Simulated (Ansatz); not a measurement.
Isolated molecules relaxed with PBE0-D4/def2-TZVP in Ansatz; ΔE leaves out vibrations. CCSD(T)/CBS is the MP2 limit (def2-TZVPP, def2-QZVPP) plus CCSD(T) − MP2 in def2-TZVPP, frozen cores. This one scheme is used for every species. Functionals use def2-TZVPP. B3LYP here is the variant with VWN-RPA as its local correlation; programs differ in this. Each species was taken in one conformer, which may not be the lowest.

Consider the formal exchange of groups at the Si–O bond: `[SiH3]O[Si](Cl)(Cl)Cl` + BH₃ → `B[Si](Cl)(Cl)Cl` + `O[SiH3]`.

`[SiH3]O[Si](Cl)(Cl)Cl`:

Z-matrix (Å, degrees):
```
Si
O 1 1.650
H 1 1.483 2 109.2
H 1 1.483 2 109.2 3 -120.5
H 1 1.480 2 107.3 3 119.8
Si 2 1.598 1 149.1 3 60.3
Cl 6 2.022 2 109.0 1 -180.0
Cl 6 2.029 2 110.2 1 -60.0
Cl 6 2.028 2 110.2 1 60.0
```

BH₃:

Z-matrix (Å, degrees):
```
B
H 1 1.193
H 1 1.193 2 120.0
H 1 1.193 2 120.0 3 180.0
```

`B[Si](Cl)(Cl)Cl`:

```xyz
7

B    -0.127    1.269    0.080
Si    0.019   -0.716   -0.092
Cl   -1.660   -1.725    0.481
Cl    1.547   -1.194    1.188
Cl    0.507   -1.353   -1.969
H    -0.823    1.743    0.924
H     0.537    1.976   -0.613
```

`O[SiH3]`:

```xyz
6

O    -0.877   -0.933    0.049
Si    0.231    0.282    0.153
H    -1.051   -1.308   -0.815
H     1.576   -0.160   -0.308
H     0.288    0.657    1.584
H    -0.168    1.461   -0.664
```

Problem. Is it downhill or uphill in electronic energy at CCSD(T)/CBS, and by how much? (Best estimate.)

Solution. The calculation gave: Uphill: ΔE = +1.44 eV.

Problem. What do these levels give: PBE-D4, r2SCAN-D4, PBE0-D4, B3LYP-D4, ωB97M-V, PBE, PBE0, B3LYP, HF/def2-TZVPP, SCS-MP2/def2-TZVPP, MP2/def2-QZVPP, SCS-MP2/def2-QZVPP? (Estimate.)

Solution. Computed: PBE-D4 1.17, r2SCAN-D4 1.38, PBE0-D4 1.29, B3LYP-D4 1.44, ωB97M-V 1.46, PBE 1.11, PBE0 1.24, B3LYP 1.35, HF/def2-TZVPP 1.64, SCS-MP2/def2-TZVPP 1.53, MP2/def2-QZVPP 1.52, SCS-MP2/def2-QZVPP 1.53 eV.

Largest T1 diagnostic among the species: 0.011.

From PBE to PBE0 (25 % exact exchange), in def2-TZVPP and without D4, ΔE moves by +0.12 eV. In def2-TZVPP, CCSD(T) changes the Hartree–Fock value by −0.20 eV (the triples alone add −0.02 eV) and MP2 by −0.13 eV.
